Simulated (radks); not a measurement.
The numbers below are computed, except where a source is named.
Problem. The table gives one normalised radial function P(r) = r R(r) of Mg10+ in [He] (r in bohr). Code: a radial shooting solver on a logarithmic mesh with Libxc functionals. Model: non-relativistic Kohn-Sham, PBE, spin-polarised, spherical densities, point nucleus.

| r | P |
|---|---|
| 0.007132 | 0.5301 |
| 0.008303 | 0.6085 |
| 0.009666 | 0.6969 |
| 0.01125 | 0.7960 |
| 0.0131 | 0.9063 |
| 0.01525 | 1.0283 |
| 0.01775 | 1.1616 |
| 0.02067 | 1.3059 |
| 0.02406 | 1.4598 |
| 0.02801 | 1.6210 |
| 0.03287 | 1.7949 |
| 0.03827 | 1.9593 |
| 0.04455 | 2.1166 |
| 0.05186 | 2.2589 |
| 0.06038 | 2.3772 |
| 0.07029 | 2.4614 |
| 0.08183 | 2.5010 |
| 0.09526 | 2.4863 |
| 0.1109 | 2.4100 |
| 0.1291 | 2.2687 |
| 0.1503 | 2.0643 |
| 0.175 | 1.8060 |
| 0.2053 | 1.4933 |
| 0.239 | 1.1805 |
| 0.2783 | 0.8773 |
| 0.324 | 0.6066 |
| 0.3771 | 0.3857 |
| 0.4391 | 0.2224 |
| 0.5111 | 0.1144 |

Which n and l does it have? It may be an empty orbital.

Solution. n = 1, l = 0: the number of nodes gives n - l - 1 = 0, the rise at small r (about r^(l+1)) gives l, and the extent must fit the shell. The curve is that of 1s. 1s: eigenvalue -1686.6 eV, 0 radial nodes, <r> = 0.129 bohr, 90 % of the charge inside 0.231 bohr.
